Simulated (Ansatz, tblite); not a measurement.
Forces on S-phenylthianthrenium trifluoroacetate, `O=C([O-])C(F)(F)F.c1ccc([S+]2c3ccccc3Sc3ccccc32)cc1` at its r2SCAN-D4/def2-SVP geometry. The state is a singlet with charge 0.

The xTB rows come from tblite. Single mean-field runs in def2-TZVP are fitted with def2-universal-jkfit. In the singlet geometry the species has come apart into loosely held pieces.

GFN2-xTB (tblite), largest force 1.41 eV/Å:

```xyz
40
positions Å, forces eV/Å
O     0.084    1.591   -2.854    0.765    0.160    0.545
C     1.153    1.884   -2.325   -0.461   -0.691    0.971
O     1.580    1.578   -1.164   -1.015    0.093   -0.968
C     2.172    2.749   -3.109   -0.034    0.004    0.002
F     2.381    3.922   -2.476    0.100   -0.066   -0.178
F     3.364    2.129   -3.204   -0.005    0.171   -0.083
F     1.761    3.028   -4.350    0.175    0.101   -0.021
C     2.540    0.382    3.422   -0.153   -0.007   -0.179
C     1.807   -0.748    3.041    0.011    0.196   -0.087
C     0.930   -0.682    1.958    0.117    0.267    0.072
C     0.804    0.528    1.266    0.260   -0.085    0.315
S    -0.344    0.700   -0.106    0.266    0.065   -0.174
C    -1.875    0.098    0.729   -0.249    0.103   -0.005
C    -2.105    0.287    2.097   -0.169   -0.085   -0.235
C    -3.376    0.054    2.627    0.071   -0.071   -0.182
C    -4.418   -0.366    1.794    0.193   -0.028   -0.138
C    -4.191   -0.562    0.432    0.087   -0.026    0.175
C    -2.921   -0.317   -0.112   -0.019    0.126    0.611
S    -2.702   -0.496   -1.862    0.076   -0.168    0.136
C    -1.086   -1.214   -1.921    0.593   -0.187   -0.083
C    -0.840   -2.254   -2.828    0.127   -0.006    0.109
C     0.439   -2.800   -2.934   -0.080    0.116    0.173
C     1.480   -2.328   -2.128   -0.136    0.077   -0.013
C     1.251   -1.292   -1.221   -0.236   -0.084   -0.193
C    -0.030   -0.746   -1.130    0.004   -0.231   -0.079
C     1.540    1.662    1.621    0.062   -0.291    0.216
C     2.406    1.581    2.715   -0.038   -0.144   -0.093
H     3.226    0.325    4.272   -0.310    0.021   -0.371
H     1.918   -1.688    3.589   -0.039    0.414   -0.237
H     0.346   -1.556    1.657    0.246    0.367    0.118
H    -1.298    0.630    2.748   -0.321   -0.132   -0.311
H    -3.551    0.207    3.695    0.071   -0.061   -0.481
H    -5.413   -0.552    2.208    0.445    0.105   -0.181
H    -4.994   -0.911   -0.224    0.375    0.216    0.277
H    -1.661   -2.627   -3.445    0.366    0.207    0.243
H     0.623   -3.605   -3.651   -0.073    0.368    0.309
H     2.484   -2.750   -2.218   -0.444    0.184    0.025
H     2.065   -0.868   -0.631   -0.361   -0.184   -0.209
H     1.460    2.570    1.021   -0.018   -0.415    0.315
H     2.989    2.459    3.003   -0.252   -0.399   -0.109
```

PBE-D4/def2-TZVP (Ansatz), largest force 0.68 eV/Å:

```
O -0.527 -0.114 -0.315
C 0.167 0.044 0.093
O 0.109 -0.064 0.369
C -0.238 -0.148 0.097
F 0.098 0.583 0.278
F 0.595 -0.311 -0.081
F -0.162 0.140 -0.566
C -0.003 0.001 -0.004
C -0.006 -0.005 -0.011
C -0.005 0.031 0.019
C -0.030 -0.049 -0.010
S -0.026 -0.197 0.060
C 0.014 0.050 -0.027
C 0.016 -0.016 -0.026
C 0.009 0.010 0.000
C -0.008 -0.001 -0.011
C 0.010 0.011 0.005
C 0.031 -0.007 0.001
S 0.108 -0.038 0.128
C -0.006 -0.014 0.046
C 0.007 0.009 -0.005
C -0.018 -0.001 -0.005
C 0.014 0.020 0.008
C -0.048 -0.030 0.011
C -0.024 0.025 0.016
C -0.030 -0.030 0.042
C 0.012 0.010 0.000
H -0.057 0.006 -0.070
H -0.005 0.080 -0.046
H 0.065 0.098 0.025
H -0.066 -0.040 -0.068
H 0.013 -0.012 -0.089
H 0.082 0.013 -0.034
H 0.064 0.025 0.056
H 0.066 0.027 0.051
H -0.016 0.067 0.059
H -0.085 0.037 0.006
H -0.079 -0.058 -0.051
H 0.007 -0.075 0.073
H -0.049 -0.077 -0.024
```

BLYP-D4/def2-TZVP (Ansatz), largest force 1.05 eV/Å:

```
O -0.706 -0.175 -0.404
C 0.244 0.085 0.072
O 0.226 -0.067 0.442
C -0.408 -0.279 0.194
F 0.154 0.914 0.452
F 0.927 -0.486 -0.112
F -0.268 0.226 -0.922
C 0.128 -0.007 0.156
C -0.005 -0.190 0.073
C -0.093 -0.106 -0.039
C 0.029 -0.051 0.057
S -0.106 -0.011 0.098
C -0.093 0.031 0.018
C 0.176 0.055 0.091
C -0.011 0.041 0.202
C -0.201 -0.038 0.059
C -0.124 -0.049 -0.102
C -0.005 0.001 0.140
S -0.107 0.031 -0.134
C 0.140 -0.072 0.029
C -0.129 -0.050 -0.105
C 0.006 -0.152 -0.144
C 0.208 -0.040 0.007
C 0.092 0.056 0.119
C 0.001 -0.091 -0.046
C -0.057 0.114 -0.053
C 0.115 0.185 0.045
H -0.107 0.010 -0.132
H -0.011 0.149 -0.083
H 0.135 0.187 0.069
H -0.171 -0.077 -0.129
H 0.023 -0.025 -0.166
H 0.155 0.028 -0.060
H 0.123 0.054 0.118
H 0.141 0.049 0.096
H -0.026 0.125 0.111
H -0.158 0.064 0.010
H -0.166 -0.130 -0.134
H 0.023 -0.166 0.153
H -0.090 -0.143 -0.042
```
